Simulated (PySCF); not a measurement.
A structure optimised at PBE0-D3(BJ)/def2-SVPD, used in a PySCF frequency run:

```
C
O 1 1.2327
O 1 1.2485 2 131.88
O 1 1.4238 2 114.49 3 180.00
H 4 0.9627 1 102.42 2 180.00
```
Charge -1, spin multiplicity 1.

**Question.** Write its SMILES, formula and point group.

**Answer.** O=C([O-])O, CHO3, Cs

**Question.** What are its rotational constants (standard atomic weights)?

**Answer.** 12.428, 11.631, 6.0082 GHz
